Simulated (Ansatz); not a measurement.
Ca₂Te₂ (the lowest singlet isomer of a short search). The state is a singlet with charge 0. Geometry PBE-D4/def2-SVP, basis def2-TZVP, Ansatz.

```xyz
4

Ca    0.205   -1.361    1.043
Ca   -0.205    1.361   -1.043
Te   -2.149   -0.703   -0.495
Te    2.149    0.703    0.495
```

| run | HOMO (eV) | LUMO (eV) |
| --- | --- | --- |
| A | -4.38 | -2.42 |
| B | -4.52 | -1.99 |
| C | -4.81 | -2.23 |
| D | -5.18 | -1.91 |
| E | -5.84 | -1.57 |

In the def2 sets Te takes a core potential; there is no spin–orbit coupling. HSE06 is defined as in plane-wave codes, on full-range PBE exchange. The structure comes from a short search, and lower isomers may exist.

Task: The runs used BHLYP, HSE06, PBE, PBE0, r2SCAN. Estimate which is which.

Result: A PBE (0 % exact exchange); B r2SCAN (0 % exact exchange); C HSE06 (range-separated); D PBE0 (25 % exact exchange); E BHLYP (50 % exact exchange). Exact exchange lowers occupied and raises empty levels; among semilocal functionals meta-GGAs tend to open the gap a little, and such runs are hard to tell apart. The gap grows from 1.96 eV (PBE) to 4.27 eV (BHLYP).
